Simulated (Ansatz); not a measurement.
Hg10Te10. Charge 0, multiplicity 1. Geometry PBE-D4/def2-SVP, basis def2-TZVP, Ansatz.

Cartesian coordinates in Å:
```
Hg -1.6786 -3.8938 -0.6765
Hg 0.7069 1.4511 3.8358
Hg 0.6016 3.5142 0.7205
Hg 1.9619 -2.5652 -0.4763
Hg 1.2088 0.6518 -2.5956
Hg 2.9497 0.9559 0.6373
Hg 0.0393 -1.8867 2.2579
Hg -2.0977 1.1619 1.7943
Hg -2.1012 -1.1362 -3.1216
Hg -1.8904 2.4911 -1.7410
Te 2.4465 3.2543 2.8976
Te 3.1252 -1.4613 1.8604
Te 0.2175 -4.5216 1.1757
Te 2.5162 2.8139 -1.3962
Te -1.3202 -0.2989 4.2680
Te -2.1906 3.9040 0.6148
Te 1.2551 -2.0734 -3.0857
Te -3.4970 -3.4119 -2.6050
Te -1.3941 1.3729 -4.1679
Te -0.8589 -0.3223 -0.1964
```

```tsv
run	HOMO (eV)	LUMO (eV)
A	-5.83	-3.29
B	-5.00	-3.77
C	-5.21	-3.81
D	-5.15	-3.67
```

In the def2 sets Hg, Te take a core potential; there is no spin–orbit coupling. Single mean-field runs in def2-TZVP are fitted with def2-universal-jkfit.

Q: The runs used B97M-V, PBE, PBE0, r2SCAN. Estimate which is which.

A: A PBE0 (25 % exact exchange); B PBE (0 % exact exchange); C r2SCAN (0 % exact exchange); D B97M-V (0 % exact exchange). Exact exchange lowers occupied and raises empty levels; among semilocal functionals meta-GGAs tend to open the gap a little, and such runs are hard to tell apart. The gap grows from 1.22 eV (PBE) to 2.55 eV (PBE0).
